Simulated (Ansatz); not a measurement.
**AlCl2FSe: where a starting geometry ends**

The starting geometry of this gas-phase singlet was optimised with GFN2-xTB.

```yaml
atoms:
  - { symbol: Al, position_ang: [-2.8008, -0.3854, 1.5327] }
  - { symbol: Cl, position_ang: [-4.3203, -1.6269, 2.0295] }
  - { symbol: Cl, position_ang: [-1.6817, 0.7198, 2.8067] }
  - { symbol: F, position_ang: [-3.1923, 0.5568, 0.0301] }
  - { symbol: Se, position_ang: [-1.7531, -0.8592, -0.5987] }
```

Q: Where would you expect an optimisation with PBE0-D3(BJ)/def2-SVP to take it?

A: It keeps its bonds.

The energy falls by 0.17 eV over 6 steps:

```tsv
step	E − E(last) (eV)
1	0.174
2	0.026
3	0.006
4	0.002
5	0.000
6	0.000
```

Final geometry (Å):

```yaml
atoms:
  - { symbol: Al, position_ang: [-2.7560, -0.4224, 1.4939] }
  - { symbol: Cl, position_ang: [-4.3479, -1.6213, 2.1085] }
  - { symbol: Cl, position_ang: [-1.7086, 0.7239, 2.8860] }
  - { symbol: F, position_ang: [-3.1417, 0.5242, -0.0522] }
  - { symbol: Se, position_ang: [-1.7938, -0.7992, -0.6358] }
```

No frequencies were run, so the end isn't proven a minimum. Run with Ansatz 0.2.0, 35 s on 1 thread of Intel(R) Xeon(R) Processor @ 2.70GHz (shared host).
